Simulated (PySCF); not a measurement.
Be₂: frontier orbitals

B2PLYP at R = 2.524 Å; basis Be def2-TZVPP; no relativity; PySCF 2.14. State: ¹Σg⁺ (singlet), closed shell. Only the outer orbitals are listed.

| orbital | occ. | ε (eV) | main shells (%) |
| --- | --- | --- | --- |
| σg | 2 | -9.06 | 91 s, 8 p |
| σu | 2 | -5.77 | 88 s, 12 p |
| σg | 0 | -1.11 | 82 p, 18 s |
| πu | 0 | -0.91 | 99 p |
| πu | 0 | -0.91 | 99 p |

Task: Which are the highest filled and the lowest empty level, where do they sit, and how wide is the gap?

Result: Highest filled σu at -5.77 eV (in %: 88 s, 12 p); lowest empty σg at -1.11 eV (in %: 82 p, 18 s); the gap at B2PLYP is 4.66 eV.

```
bond order (Mayer) : 0.63
⟨S²⟩               : 0.000
```

Correlated steps freeze no core orbitals. Closed-shell solutions of metal pairs were not tested for spin polarisation, which can lower them a little. B2PLYP dipoles, levels and charges come from its SCF part alone.
